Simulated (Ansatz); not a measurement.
Basis sets compared for Zn₂Se₂. Total charge 0; singlet. Geometry B3LYP-D4/def2-SVP. Ansatz on 4 threads of Arm Neoverse N1 on a shared host; times are rough, and most runs start from earlier orbitals.

```xyz
4

Zn    0.7444   -0.2201   -0.9699
Zn   -0.7465    0.2191    0.9685
Se   -0.3692    1.8633   -0.7060
Se    0.3713   -1.8623    0.7074
```

The 6-31G sets use Cartesian d functions. The structure comes from a short search, and lower isomers may exist.

Binding counts from free atoms (Zn singlet, Se triplet) in the same basis, without a counterpoise term.

```json
{"level": "HF/STO-3G", "functions": "72", "energy (Eh)": "-8261.8096", "HOMO (eV)": "-5.23", "LUMO (eV)": "3.45", "binding per atom (eV)": "2.72", "wall time": "6.5 s"}
{"level": "HF/6-31G", "functions": "116", "energy (Eh)": "-8354.0524", "HOMO (eV)": "-8.58", "LUMO (eV)": "-0.73", "binding per atom (eV)": "0.88", "wall time": "2.4 s"}
{"level": "PBE-D4/def2-SVP", "functions": "126", "energy (Eh)": "-8359.6458", "HOMO (eV)": "-5.04", "LUMO (eV)": "-3.55", "binding per atom (eV)": "1.89", "wall time": "2.6 s"}
{"level": "PBE-D4/def2-TZVP", "functions": "192", "energy (Eh)": "-8360.7649", "HOMO (eV)": "-5.41", "LUMO (eV)": "-3.91", "binding per atom (eV)": "1.74", "wall time": "4.1 s"}
{"level": "r2SCAN-D4/def2-TZVP", "functions": "192", "energy (Eh)": "-8361.9623", "HOMO (eV)": "-5.63", "LUMO (eV)": "-3.74", "binding per atom (eV)": "1.79", "wall time": "11 s"}
{"level": "PBE0-D4/def2-SVP", "functions": "126", "energy (Eh)": "-8359.8518", "HOMO (eV)": "-6.09", "LUMO (eV)": "-2.84", "binding per atom (eV)": "1.82", "wall time": "4.7 s"}
{"level": "PBE0-D4/def2-TZVP", "functions": "192", "energy (Eh)": "-8360.9517", "HOMO (eV)": "-6.39", "LUMO (eV)": "-3.16", "binding per atom (eV)": "1.72", "wall time": "9.5 s"}
```

Problem. Estimate the rows for PBE-D4/def2-TZVPD, r2SCAN-D4/def2-TZVPD, PBE0-D4/def2-TZVPD.

Solution. 
| level | functions | energy (Eh) | HOMO (eV) | LUMO (eV) | binding per atom (eV) | wall time |
| --- | --- | --- | --- | --- | --- | --- |
| PBE-D4/def2-TZVPD | 216 | -8360.7664 | -5.45 | -3.93 | 1.74 | 7.5 s |
| r2SCAN-D4/def2-TZVPD | 216 | -8361.9634 | -5.65 | -3.76 | 1.80 | 13 s |
| PBE0-D4/def2-TZVPD | 216 | -8360.9527 | -6.42 | -3.19 | 1.72 | 15 s |
